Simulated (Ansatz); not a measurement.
Cost and result up the ladder for Zn10O10 (20 atoms). The state is a singlet with charge 0. Geometry: r2SCAN-D4/def2-SVP.

```xyz
20

Zn   -1.121    0.175    2.883
Zn   -2.054    0.428   -1.585
Zn    0.312    1.749   -2.262
Zn   -0.221   -3.476    3.274
Zn    2.319    1.364   -3.498
Zn   -1.985    1.749    0.784
Zn   -1.055   -1.351    0.655
Zn    1.293   -2.084    1.949
Zn    2.314   -0.274    0.336
Zn    0.635   -1.045   -1.825
O    -0.740    2.422   -0.798
O    -0.616    0.039   -2.711
O     2.741   -0.967    1.921
O    -2.241    2.355   -1.117
O     2.460   -0.249   -2.126
O    -1.620    1.833    2.585
O     0.654   -1.743   -0.068
O     1.946    0.824   -1.157
O    -2.381   -0.172    0.169
O    -0.640   -1.578    2.591
```

Ansatz on 2 threads of AMD EPYC 7R13 on a shared host and a share (18 GiB) of an NVIDIA H100 80GB HBM3. Times are rough, and most runs start from the orbitals of an earlier one. No level here is sound enough to serve as a yardstick. Binding counts from free atoms at the same level (Zn singlet, O triplet; other spins of the atoms weren't run), without zero-point energy or a counterpoise term.

Correlated methods freeze 100 core orbitals. The rows differ in basis, and correlated rows in double-zeta sets carry the largest basis error. Single mean-field runs in def2-SVP, def2-TZVP are fitted with def2-universal-jkfit. The structure holds 2 bond(s) between oxygen atoms. Another isomer (singlet) lies 6.05 eV lower at PBE0-D4/def2-TZVP; other spin states weren't run for this one.

Correlated methods converge slowly with the basis, most of all in double-zeta sets.

```json
{"level": "PBE-D4/def2-SVP (with forces)", "functions": "450", "wall time": "4 s", "binding energy per atom (eV)": "2.95", "remarks": "–"}
{"level": "PBE-D4/def2-TZVP", "functions": "790", "wall time": "4.5 s", "binding energy per atom (eV)": "2.68", "remarks": "restricted SCF unstable in HF"}
{"level": "r2SCAN-D4/def2-SVP", "functions": "450", "wall time": "4.7 s", "binding energy per atom (eV)": "2.95", "remarks": "restricted SCF unstable in HF"}
{"level": "PBE0-D4/def2-SVP", "functions": "450", "wall time": "5 s", "binding energy per atom (eV)": "2.71", "remarks": "restricted SCF unstable in HF"}
{"level": "MP2/def2-SVP", "functions": "450", "wall time": "6 s", "binding energy per atom (eV)": "2.66", "remarks": "restricted SCF unstable"}
{"level": "r2SCANh-D4/def2-SVP", "functions": "450", "wall time": "6.5 s", "binding energy per atom (eV)": "2.85", "remarks": "restricted SCF unstable in HF"}
{"level": "PBE0-D4/def2-TZVP", "functions": "790", "wall time": "8.1 s", "binding energy per atom (eV)": "2.50", "remarks": "restricted SCF unstable in HF"}
{"level": "RPA@PBE/def2-SVP", "functions": "450", "wall time": "10 s", "binding energy per atom (eV)": "2.17", "remarks": "–"}
```
